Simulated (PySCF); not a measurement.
## Bond curve of Pd2

Set-up: basis Pd def2-TZVPP with ECP28; scalar-relativistic core potentials; PySCF 2.14. Energies in eV from Pd (4d10) + Pd (4d10) in their ground configurations at the same level. State: triplet, unpaired electrons σ ↑↑.

All columns are PBE0.

```
R (Å)  E (eV)  HOMO (eV)  LUMO (eV)  Mayer bond order  ⟨S²⟩
2.132  -0.224      -5.55      -3.21              1.14  2.00
2.231  -0.722      -5.58      -3.13              1.13  2.00
2.330  -0.982      -5.50      -3.06              1.12  2.00
2.405  -1.069      -5.45      -3.02              1.11  2.00
2.479  -1.091      -5.40      -2.98              1.10  2.00
2.553  -1.067      -5.35      -2.94              1.09  2.00
2.652  -0.984      -5.29      -2.91              1.08  2.00
2.776  -0.832      -5.22      -2.93              1.07  2.00
2.925  -0.613      -5.13      -3.06              1.06  2.01
3.123  -0.308      -5.02      -3.22              1.05  2.01
```

The metal atom is held in its measured ground configuration; semilocal functionals can put another filling of s and d lower by some tenths of an eV, and De to that atom would be smaller. Spin–orbit coupling is left out. With d or f electrons several states lie close, and the lowest PBE0 determinant need not be the measured ground state.
